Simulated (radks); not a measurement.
Q: The mean radii <r> (bohr) of the occupied orbitals of an atom or ion are listed with their occupations. Method: scalar-relativistic Kohn-Sham, BLYP, spin-unpolarised, spherical densities, finite nucleus; Fermi nuclear charge, rms radius of each element as measured or else 0.836 A^(1/3) + 0.57 fm; computed with a radial shooting solver on a logarithmic mesh with Libxc functionals.

| orbital | occ. | <r> |
|---|---|---|
| 1s | 2 | 0.02558 |
| 2s | 2 | 0.1098 |
| 2p | 6 | 0.09618 |
| 3s | 2 | 0.2920 |
| 3p | 6 | 0.2900 |
| 3d | 10 | 0.2666 |
| 4s | 2 | 0.6737 |
| 4p | 6 | 0.7152 |
| 4d | 10 | 0.7990 |
| 5s | 2 | 1.602 |
| 5p | 5 | 1.835 |

Name the element and its charge.

A: Z = 56, barium, charge +3: Ba3+ in [Kr] 4d10 5s2 5p5. The 1s radius gives Z: for a bare nucleus <r> = (2 gamma + 1)/(2Z) with gamma = sqrt(1 - (Z/c)^2), 0.02523 bohr for Z = 56, and screening makes it slightly larger (0.02558 here). The occupations add up to 53, and the charge is Z minus that.
